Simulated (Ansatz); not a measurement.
Species: sum formula CrOBr3 (charge 0, doublet). The spin state was set by rule; other spins were not relaxed. 
Coordinates optimised at B3LYP-D3(BJ)/def2-TZVP (Ansatz, a program for electronic structure):
SMILES: [O]=[Cr]([Br])([Br])[Br]
```xyz
5

Cr     0.4047     0.1307    -0.3429
O      1.4117     0.8364    -1.2609
Br     1.3561    -0.7803     1.5104
Br    -0.9894    -1.2840    -1.4496
Br    -0.9668     1.7834     0.4626
```
Charge 0, spin multiplicity 2.

Dipole moments at this geometry, in debye (magnitudes).

```json
[
 {"level": "SVWN5/def2-TZVPD", "program": "Ansatz", "dipole (D)": "0.73"},
 {"level": "PBE/def2-TZVPD", "program": "Ansatz", "dipole (D)": "0.69"},
 {"level": "HSE06/def2-TZVPD", "program": "Ansatz", "dipole (D)": "0.69"},
 {"level": "LC-wPBE/def2-TZVPD", "program": "Ansatz", "dipole (D)": "0.63"},
 {"level": "wB97X-V/def2-TZVPD", "program": "Ansatz", "dipole (D)": "0.62"}
]
```
